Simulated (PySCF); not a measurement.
# InO⁻: frontier orbitals

PBE0 at R = 1.941 Å; basis In aug-cc-pVDZ-PP with ECP28, O aug-cc-pVDZ; scalar-relativistic core potentials; PySCF 2.14. State: ¹Σ⁺ (singlet), closed shell. Only the outer orbitals are listed, counted within each symmetry, core potentials removing the inner ones.

| orbital | occ. | ε (eV) | on In (%) | main shells (%) |
| --- | --- | --- | --- | --- |
| 6σ | 2 | -3.81 | 67 | 66 In s, 31 O p |
| 3π | 2 | -0.93 | 13 | 87 O p, 12 In p |
| 3π | 2 | -0.93 | 13 | 87 O p, 12 In p |
| 7σ | 2 | -0.53 | 53 | 46 O p, 30 In s, 22 In p |
| 4π | 0 | 2.89 | 99 | 97 In p |
| 4π | 0 | 2.89 | 99 | 97 In p |
| 8σ | 0 | 3.00 | 90 | 80 In p, 13 O s |

Task: Which are the highest filled and the lowest empty level, where do they sit, and how wide is the gap?

Result: Highest filled 7σ at -0.53 eV (in %: 46 O p, 30 In s, 22 In p); lowest empty 4π at 2.89 eV (in %: 97 In p); the gap at PBE0 is 3.42 eV. An empty level above zero is unbound, and its energy depends on the basis.

The bond order (Mayer) is 1.34 and the ⟨S²⟩ is 0.000. The charge on In (Mulliken, basis-dependent) is 0.11. The charge on In (Löwdin, basis-dependent) is 0.15 and the dipole moment (positive dipole points towards O; it is taken about the centre of mass and depends on that origin) is -4.47 D. The polarisability along the bond is 117.2 bohr³ and the polarisability across the bond is 88.5 bohr³.

Spin–orbit coupling is left out.
